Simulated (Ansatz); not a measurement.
GeH2Me(OEt) (C₃H₁₀GeO), relaxed as a singlet with RKS PBE0-D4/def2-SVP in Ansatz, starting from the GFN2-xTB geometry. Force threshold 0.02 eV/Å.

Another isomer (singlet) lies 1.11 eV lower at PBE0-D4/def2-TZVP; other spin states weren't run for this one.

Start:

```xyz
15

C    -0.379   -2.722   -0.050
C     0.088    1.542    0.018
C     1.508    2.081    0.113
Ge   -1.234   -0.960   -0.082
O     0.139    0.131    0.013
H    -2.160   -0.674    1.084
H    -2.014   -0.647   -1.345
H    -1.115   -3.520   -0.067
H     0.224   -2.824    0.848
H     0.274   -2.834   -0.912
H    -0.391    1.908   -0.898
H    -0.504    1.897    0.871
H     1.494    3.167    0.119
H     1.979    1.722    1.024
H     2.091    1.734   -0.736
```

Problem. Estimate the energy that the relaxation releases and the steps that it takes.

Solution. 1.9 kcal/mol, in 8 steps; 17 s on 4 threads of Arm Neoverse V2 on a shared host. No frequencies were taken in this run, so the end may be a saddle point.

Problem. Does the start keep its bonding?

Solution. By distances, no bond broke or formed. The bond that changes most is Ge4–H6, from 1.52 to 1.55 Å (atoms count from 1).

Problem. Predict the relaxed structure.

Solution. 
Cartesian coordinates in Å:
```
C -0.4451 -2.7622 -0.0536
C 0.1232 1.4985 0.0208
C 1.4844 2.1507 0.1085
Ge -1.1526 -0.9603 -0.0762
O 0.2787 0.1041 0.0175
H -2.0633 -0.6628 1.1384
H -1.9178 -0.6369 -1.3811
H -1.2598 -3.4994 -0.0991
H 0.1305 -2.9251 0.8685
H 0.2196 -2.9135 -0.9156
H -0.3974 1.8432 -0.8972
H -0.5039 1.8273 0.8759
H 1.3968 3.2480 0.1129
H 1.9999 1.8364 1.0284
H 2.1069 1.8520 -0.7482
```
Bond lengths: 1 × C–C 1.51 Å; 1 × Ge–O 1.79 Å; 1 × C–Ge 1.94 Å; 1 × C–O 1.40 Å; 8 × C–H 1.10 to 1.11 Å; 2 × Ge–H 1.55 Å.
